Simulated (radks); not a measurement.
Results of a calculation; reference values are marked as such.
Question: The mean radii <r> (bohr) of the occupied orbitals of an atom or ion are listed with their occupations. Level of theory: Dirac Kohn-Sham, PBEsol, spin-unpolarised, spherical densities, finite nucleus; Fermi nuclear charge, rms radius of each element as measured or else 0.836 A^(1/3) + 0.57 fm (a radial shooting solver on a logarithmic mesh with Libxc functionals).

| orbital | occ. | <r> |
|---|---|---|
| 1s1/2 | 2 | 0.05850 |
| 2s1/2 | 2 | 0.2670 |
| 2p1/2 | 2 | 0.2336 |
| 2p3/2 | 4 | 0.2367 |
| 3s1/2 | 2 | 0.7977 |
| 3p1/2 | 2 | 0.8286 |
| 3p3/2 | 4 | 0.8370 |
| 3d3/2 | 1.6 | 0.9492 |
| 3d5/2 | 2.4 | 0.9525 |
| 4s1/2 | 2 | 2.293 |

Name the element and its charge. Open shells, if any, are shared by 2j + 1.

Answer: Z = 26, iron, charge +2: Fe2+ in [Ar] 3d4 4s2. The 1s radius gives Z: for a bare nucleus <r> = (2 gamma + 1)/(2Z) with gamma = sqrt(1 - (Z/c)^2), 0.05699 bohr for Z = 26, and screening makes it slightly larger (0.05850 here). The occupations add up to 24, and the charge is Z minus that.
